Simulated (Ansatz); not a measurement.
Cost and result for the atomization energy of CH4B2O2, SMILES `BOB1CO1` (9 atoms, 9 bonds).

| atom | x (Å) | y (Å) | z (Å) |
| --- | --- | --- | --- |
| B1 | 1.550 | 1.148 | -0.714 |
| O2 | 1.124 | 0.085 | 0.027 |
| B3 | -0.161 | -0.272 | 0.246 |
| C4 | -1.276 | -1.193 | 0.650 |
| O5 | -1.380 | 0.259 | 0.206 |
| H6 | 2.721 | 1.385 | -0.700 |
| H7 | 0.760 | 1.786 | -1.350 |
| H8 | -1.579 | -1.329 | 1.684 |
| H9 | -1.758 | -1.870 | -0.049 |

The species carries charge 0 and has multiplicity 1. The geometry is a stationary point of PBE0-D4/def2-TZVP. It is one conformer, not always the lowest. Program: Ansatz. All runs use 2 threads of an Intel Xeon on a shared host. Times are those of one run each, without the atoms' runs, and a repeat can differ threefold. Electronic energies, without spin–orbit coupling; frozen cores. CCSD(T)/CBS adds CCSD(T) − MP2 in def2-TZVPP to the MP2 limit, and its time is that of the two runs behind it. T1 = 0.015. B3LYP takes the VWN-RPA correlation (the form of Gaussian; ORCA's B3LYP/G).

CCSD(T)/CBS is a level of theory with its own doubt, some kJ/mol a heavy atom from the limit and from the frozen cores, so smaller differences don't rank the functionals.

```tsv
level	functions	wall time	atomization (kJ/mol)	difference from CCSD(T)/CBS	per bond
LDA (SPW92)/def2-TZVPP	211	1.1 s	4395.2	608.8	67.6
PBE0-D4/def2-TZVPP	211	2.3 s	3820.4	34.0	3.8
BHLYP-D4/def2-TZVPP	211	2.4 s	3679.0	-107.4	-11.9
CCSD(T)/def2-SVP	90	3.3 s	3635.3	-151.1	-16.8
r2SCANh-D4/def2-TZVPP	211	3.6 s	3806.1	19.7	2.2
B3LYP-D4/def2-TZVPP (with forces)	211	3.7 s	3811.0	24.6	2.7
r2SCAN-D4/def2-TZVPP (with forces)	211	3.8 s	3838.5	52.1	5.8
ωB97X-V/def2-TZVPP	211	6.5 s	3808.8	22.4	2.5
B97M-V/def2-TZVPP	211	7.5 s	3825.0	38.6	4.3
ωB97M-V/def2-TZVPP (with forces)	211	8.5 s	3826.4	40.0	4.4
MP2/def2-QZVPP	405	17 s	3871.4	85.0	9.4
CCSD(T)/def2-TZVPP	211	60 s	3694.1	-92.3	-10.3
CCSD(T)/CBS(def2)	–	76 s	3786.4	0.0	0.0
```

The D4 term adds +21.3 kJ/mol with B3LYP and +11.1 kJ/mol with PBE0; it sums over pairs of atoms, weighted by their polarisabilities, and B3LYP, whose exchange is more repulsive, gets the larger term. Leaving LDA and LC-ωPBE aside and taking each functional with its dispersion term where it has one, the values, not all of them listed here, spread over 233.1 kJ/mol, from BHLYP-D4 to PBE-D4. LDA lies +496.3 kJ/mol from PBE without D4, its usual overbinding. From PBE to PBE0 (25 % exact exchange), in def2-TZVPP and without D4, the atomization energy moves by −89.6 kJ/mol: exact exchange takes away binding that semilocal exchange gives to molecules.
